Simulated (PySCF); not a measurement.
## Exercise with solution: refractive index and permittivity of the vapour

Si(nBu)(OH)3 (C4H12O3Si), SMILES CCCC[Si](O)(O)O.

Coordinates come from a r2SCAN-D4/def2-SVP optimisation. One conformer was computed; it need not be the lowest.

PySCF with PBE/def2-SVP gives a mean static polarisability of 75.0 bohr³ and a dipole moment of 1.41 D. Take an ideal gas at 298.15 K and 1 bar, whether or not the substance is that volatile.

Q: Work out n − 1 in the optical limit and the static ε − 1.

A: 
Polarisability volume α' = 75.0 × 0.148185 = 11.11 Å³. Number density N = p/kT = 2.43e-5 Å⁻³.
Dilute limit of Lorentz–Lorenz: n − 1 = 2π N α' = 0.0017.
Orientation term of Debye: μ²/(3kT) = 8.098 Å³ × μ²(D²) = 16.10 Å³.
ε − 1 = 4π N (α' + μ²/3kT) = 0.0083. Orientation of the dipole supplies 59 % of the static response; it can't follow optical fields. Vibrational polarisation and dispersion are left out.
